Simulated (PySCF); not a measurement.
A PySCF script (with the pyscf-properties extension) for the NMR shieldings of `CC(C)(CS)[Si@@H](F)S[SiH3]`, C4H13FS2Si2, on a GFN2-xTB geometry:

```python
import basis_set_exchange as bse
import numpy as np
from pyscf import gto, dft
from pyscf.prop import nmr

atoms = """
C    -1.090726   -1.597302    0.156501
C    -0.970547   -0.110403   -0.183023
C    -2.116533    0.293080   -1.110172
C    -1.015193    0.734948    1.091706
S    -2.538149    0.530551    2.089509
Si    0.694445    0.214846   -1.055179
F     0.843022    1.803107   -1.328041
S     2.268774   -0.395531    0.246366
Si    4.017219    0.388280   -0.740298
H    -0.990090   -2.201150   -0.742463
H    -2.063920   -1.808960    0.596522
H    -0.312660   -1.896537    0.856320
H    -2.026605    1.335155   -1.409647
H    -3.071693    0.165740   -0.602398
H    -2.118978   -0.323058   -2.006173
H    -1.000021    1.796685    0.843995
H    -0.172821    0.511112    1.745979
H    -2.194823   -0.622377    2.658085
H     0.813174   -0.355591   -2.383662
H     5.075828   -0.027105    0.161847
H     3.871952    1.830789   -0.850274
H     4.087935   -0.246895   -2.050077
"""
names = dict.fromkeys(["C", "S", "Si", "F", "H"], "pcSseg-1")
basis = {el: gto.basis.parse(bse.get_basis(n, elements=[el], fmt="nwchem")) for el, n in names.items()}
mol = gto.M(atom=atoms, basis=basis, charge=0, verbose=0)
mf = dft.RKS(mol, xc="PBE0")
mf.grids.level = 2
mf.grids.alignment = dft.numint.BLKSIZE   # the property module wants whole blocks of grid points
mf.conv_tol = 1e-9
mf.kernel()

calc = nmr.RKS(mf)   # GIAO
C = mf.mo_coeff
Co = C[:, mf.mo_occ > 0]
resp = mf.gen_response(singlet=True, hermi=2)
def vind(x):   # induced exchange potential for any number of trial vectors
    d = np.einsum("pi,xij,qj->xpq", C, 2 * x.reshape(-1, C.shape[1], Co.shape[1]), Co, optimize=True)
    return np.einsum("xpq,pi,qj->xij", resp(d - d.transpose(0, 2, 1)), C, Co, optimize=True).ravel()
mo1, _ = nmr.rhf.solve_mo1(calc, with_cphf=vind)
sigma = calc.kernel(mo1)
for i, s in enumerate(sigma):   # ppm
    w = np.linalg.eigvalsh((s + s.T) / 2)
    print("%2d %-2s iso %8.1f  s11 %8.1f  s22 %8.1f  s33 %8.1f" % (i, mol.atom_pure_symbol(i), w.mean(), *w))
```

**Question.** What are the results?

**Answer.** 
```
 0 C  iso    167.2  s11    150.7  s22    163.6  s33    187.4
 1 C  iso    158.6  s11    150.7  s22    157.7  s33    167.5
 2 C  iso    166.6  s11    148.7  s22    161.9  s33    189.2
 3 C  iso    147.9  s11    120.8  s22    153.4  s33    169.4
 4 S  iso    665.7  s11    547.5  s22    604.9  s33    844.8
 5 Si iso    323.0  s11    290.3  s22    324.8  s33    353.8
 6 F  iso    354.4  s11    319.6  s22    364.1  s33    379.5
 7 S  iso    778.9  s11    654.5  s22    807.3  s33    874.8
 8 Si iso    408.6  s11    374.3  s22    403.9  s33    447.7
 9 H  iso     31.1  s11     27.2  s22     28.3  s33     37.8
10 H  iso     30.3  s11     25.4  s22     30.3  s33     35.3
11 H  iso     31.2  s11     25.7  s22     30.4  s33     37.3
12 H  iso     30.8  s11     25.9  s22     28.4  s33     38.2
13 H  iso     29.5  s11     23.8  s22     30.3  s33     34.5
14 H  iso     31.0  s11     26.7  s22     28.3  s33     38.1
15 H  iso     29.2  s11     21.9  s22     30.8  s33     35.0
16 H  iso     28.4  s11     19.5  s22     30.0  s33     35.8
17 H  iso     30.5  s11     22.1  s22     28.9  s33     40.5
18 H  iso     26.3  s11     23.0  s22     24.4  s33     31.4
19 H  iso     27.0  s11     22.8  s22     24.7  s33     33.6
20 H  iso     26.9  s11     22.0  s22     26.0  s33     32.7
21 H  iso     26.9  s11     22.7  s22     25.1  s33     33.1
```

These numbers come from an equivalent density-fitted implementation of the same equations, which agrees with the script to about 0.01 ppm for H and up to a few tenths of a ppm for heavy atoms, so last digits may differ.

**Question.** Turn these shieldings into chemical shifts. Chemical shifts δ = σref − σ; ¹³C (186.93 ppm) and ²⁹Si (349.16 ppm) and ¹H (31.72 ppm) against TMS; ³³S (503.73 ppm) vs CS2; ¹⁹F (170.95 ppm) vs CFCl3, all at this level.

**Answer.** Averaging equivalent atoms: C 3: 39.0; C 1: 28.3; C 2: 20.3; C 0: 19.7; S 4: -162; S 7: -275; Si 5: 26.2; Si 8: -59.5; F 6: -183.5; H 18: 5.42; H 19/20/21: 4.77; H 16: 3.27; H 15: 2.48; H 12/13/14: 1.24; H 17: 1.22; H 9/10/11: 0.85 ppm. Unscaled 19F shifts against computed CFCl3 carry errors that often reach 10 to 50 ppm.

Size and cost of the density-fitted run: 246 basis functions, 2.4 min wall time on 1 thread of an Arm Neoverse N1, shared host; peak memory 1.3 GiB.
